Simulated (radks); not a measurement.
All-electron atom: Ta2+ in [Xe] 4f14 5d3. Calculated with a radial shooting solver on a logarithmic mesh with Libxc functionals: Dirac Kohn-Sham, PBEsol, spin-unpolarised, spherical densities, point nucleus; open shells fill j = l - 1/2 first.

Spin-orbit splittings of the eigenvalues, e(l+1/2) - e(l-1/2), with zeta = 2 splitting/(2l+1) and mean radii in bohr:

shell  occ.  splitting (eV)  zeta (eV)  <r> j=l-1/2  <r> j=l+1/2
2p        6            1270      846.4      0.06488      0.07272
3p        6           273.3      182.2       0.1943       0.2089
3d       10           59.54      23.81       0.1830       0.1875
4p        6           63.02      42.01       0.4645       0.4977
4d       10           11.58      4.630       0.5166       0.5281
4f       14           1.983     0.5665       0.6340       0.6450
5p        6           8.767      5.845        1.220        1.326
5d        3               ?          ?        1.956        2.016

Estimate the 5d splitting.

Answer. 0.6979 eV (zeta = 0.2792 eV).
